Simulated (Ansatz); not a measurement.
Species: C₂H₈GeN (charge -1, singlet). It need not be the lowest isomer of its formula. Whether it binds its extra electron was not tested at this geometry. 
Structure (B3LYP-D3(BJ)/def2-TZVP (Ansatz, a quantum-chemistry and plane-wave program) minimum search):
```
N
C 1 1.4369
H 2 1.0936 1 110.19
H 2 1.1057 3 107.88 1 121.99
H 2 1.1138 3 107.03 4 113.68
C 1 1.4373 2 110.50 3 -179.30
H 6 1.0909 1 110.09 2 -178.11
H 6 1.1080 7 108.11 1 -121.95
H 6 1.1119 7 106.97 8 -114.48
Ge 1 1.9826 2 113.20 3 -45.60
H 10 1.6240 1 93.48 2 -176.06
H 10 1.6467 11 91.46 7 -76.53
```
Charge -1, spin multiplicity 1.

Basis-set convergence of Hartree-Fock and MP2 correlation energies (hartree) with Ansatz. Correlated levels leave the core frozen unless marked. Spin-orbit coupling is left out. The frozen core is the preceding noble-gas configuration, with the filled d and f shells of earlier blocks. No relativistic terms. This anion needs diffuse functions, which these sets lack.

```
basis    functions        E(HF)  E(corr, MP2)
-------  ---------  -----------  ------------
cc-pVDZ        109  -2210.14355      -0.57407
cc-pVTZ        245  -2210.26005      -0.70903
cc-pVQZ        473          ___           ___
```

Problem. Complete the blanks.

Solution. 
- cc-pVQZ, E(HF): -2210.27474
- cc-pVQZ, E(corr, MP2): -0.75547
